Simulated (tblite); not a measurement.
C6H9BCl2.
Numbering: `[CH2:1]=[CH:2]/[C:3](=[CH:4]\[CH2:5][CH3:6])[B:7]([Cl:8])[Cl:9]` (hydrogens: H10, H11 on C1; H12 on C2; H13 on C4; H14, H15 on C5; H16, H17, H18 on C6)

Computed with GFN2-xTB (tblite), gas phase: L-BFGS steps from a force-field or distance-geometry start until the largest atomic force falls under 0.01 eV/Å.

Geometry at step 4:
```
atom  x, y, z in Å
C1      2.0071   -2.0357    0.0213
C2      1.1897   -1.1112    0.5024
C3      0.9677    0.2045   -0.1311
C4     -0.2868    0.7031   -0.1551
C5     -1.5091    0.0261    0.3905
C6     -2.7889    0.7984    0.1233
B7      2.1718    1.0254   -0.7257
Cl8     1.9020    2.3740   -1.7706
Cl9     3.7941    0.6737   -0.2787
H10     2.5549   -1.8734   -0.8883
H11     2.1400   -2.9871    0.5090
H12     0.6274   -1.3527    1.4013
H13    -0.4583    1.6678   -0.6050
H14    -1.5912   -0.9713   -0.0486
H15    -1.3974   -0.1104    1.4683
H16    -2.7439    1.7800    0.5883
H17    -3.6475    0.2714    0.5302
H18    -2.9403    0.9236   -0.9432
```

Problem. What forces act on the atoms?

Solution. 
```csv
atom,Fx (eV/Å),Fy (eV/Å),Fz (eV/Å)
C1,-0.006,0.024,-0.019
C2,0.057,-0.080,0.037
C3,0.007,-0.043,0.046
C4,-0.146,-0.082,0.082
C5,0.217,-0.045,-0.074
C6,-0.033,0.137,0.015
B7,-0.321,-0.173,0.222
Cl8,-0.026,-0.060,0.035
Cl9,0.038,-0.016,-0.026
H10,0.118,-0.046,-0.062
H11,-0.010,0.031,-0.039
H12,0.006,0.279,-0.128
H13,0.007,0.111,-0.074
H14,0.054,-0.051,0.001
H15,0.083,-0.032,0.086
H16,-0.011,0.045,-0.021
H17,-0.008,-0.041,0.016
H18,-0.025,0.042,-0.096
```

The largest, 0.43 eV/Å, acts on B7; the rms over all components is 0.095 eV/Å. The forces sum to zero within rounding, as they must for an isolated molecule in no field.

Problem. Give the force on B7 in Eh/bohr and in nN.

Solution. 0.427 eV/Å ÷ 51.422 = 0.00830 Eh/bohr, and 0.427 eV/Å × 1.602 = 0.68 nN.

Problem. How far is this geometry from the end of the optimisation?

Solution. 0.020 eV above it, and 0.042 Å rms away after alignment. The bonds farthest from their final lengths, with half the difference of the two atoms' forces along the bond (positive lengthens):

| bond | now (Å) | final (Å) | force along bond (eV/Å) |
| --- | --- | --- | --- |
| C3–B7 | 1.574 | 1.556 | -0.19 |
| C4–C5 | 1.500 | 1.492 | -0.18 |
| C5–C6 | 1.518 | 1.524 | +0.14 |
| C2–C3 | 1.477 | 1.472 | +0.02 |
| C2–H12 | 1.087 | 1.083 | -0.09 |
| C4–H13 | 1.078 | 1.082 | +0.11 |

The angle farthest from its final value is C3–C2–H12, 118.3° against 115.6°.

What follows is the cost of the whole relaxation. The run took 0.62 s wall on one thread, Arm Neoverse N1 (aarch64) (shared host).
